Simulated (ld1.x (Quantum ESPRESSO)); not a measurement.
Values are calculated unless marked as measured or tabulated.
# Pseudopotentials across the periodic table

Generated with ld1.x 7.5 (TM, RRKJ, ultrasoft, PAW), atompaw 4.2 or ONCVPSP 4.0.1. The cutoff is in Ry: for ld1.x and atompaw files where the sum of valence levels is converged to 10 mRy in a Bessel basis, for ONCV files where the hardest occupied wave has 1 mHa per electron of residual kinetic energy. The error is the largest all-electron minus pseudo excitation energy over each file’s own four to seven test configurations (ionisations up to +4, promotions, holes and added fractions of an electron), all of which were solved. The labels leave out finer settings (local radius, basis sizes, second energies), which also bear on the numbers. Spin-polarised tests are not counted. The rows are a selection from randomly drawn settings: files with unsolved tests, undetermined cutoffs or missed reference levels are left out.

A true bound ghost makes a file unfit for plane-wave use even where its test errors are small: the radial tests pick states by their node count and pass the ghost by.

```tsv
element	potential	cutoff (Ry)	largest error (meV)	bound ghosts
F	PAW, Wu–Cohen, non-relativistic, rc 0.65/1.45 (sp), local smoothed, core correction yes, reference 2s2 2p4	80	-85	none
Al	ultrasoft, BP86, scalar-relativistic, rc 1.90/3.00/2.55 (spd), local smoothed, core correction yes, reference 3s1 3p2	8	-31	none
Ag	TM, PBE, fully relativistic, rc 1.25/1.70/1.50 (spd), local s, core correction yes, reference 4s2 4p6 4d10 5s0 5p0	100	+1199	none
Sn	TM, BP86, fully relativistic, rc 2.15/2.30 (sp), local s, core correction yes, reference 5s2 5p0	21	-115	none
I	TM, PBE, scalar-relativistic, rc 1.85/1.55/1.80 (spd), local s, core correction yes, reference 5s2 5p5	50	-165	p, d
Hf	TM semilocal, revPBE, scalar-relativistic, rc 1.05/1.55/1.65 (spd), local d, core correction no, reference 5s2 5p6 5d2 6s0 6p0	100	+176	none
W	TM semilocal, PBE, scalar-relativistic, rc 2.35/2.10/2.15 (spd), local p, core correction no, reference 5p6 5d4 6s2 6p0	30	+430	none
Au	RRKJ, PBE, scalar-relativistic, rc 2.40/3.50/1.20 (spd), local s, core correction yes, reference 5d10 6s1 6p0	120	-378	none
```

Fill in the row for Au: TM, PBE, scalar-relativistic, rc 2.10/2.55/1.55 (spd), local p, core correction yes, reference 5d10 6s1 6p0.

cutoff 45 Ry, largest error -661 meV, bound ghosts: none.
